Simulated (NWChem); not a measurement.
# B2O2, triplet; SMILES of the neutral closed-shell parent O=BB=O

```xyz
4

O     -0.3293     1.8112     0.0000
B      0.6438     0.8822     0.0000
B      0.0955    -0.7255     0.0000
O     -0.1327    -1.9091     0.0000
```
Atoms are numbered in this order, from 1.

Results from NWChem. Spin-unrestricted. The geometry was optimised at PBE0/def2-SVP, spin-unrestricted. This spin state was assumed; another may lie lower. No stability test was run on the SCF state.

Task: What does the run give for UHF/def2-TZVP? Quantities: highest occupied level (eV); lowest empty minus highest occupied level, either spin (eV); dipole (D); <S²>.

Result: 
```json
{
 "highest occupied level (eV)": "-11.05",
 "lowest empty minus highest occupied level, either spin (eV)": "10.01",
 "dipole (D)": "3.18",
 "<S²>": "2.01"
}
```
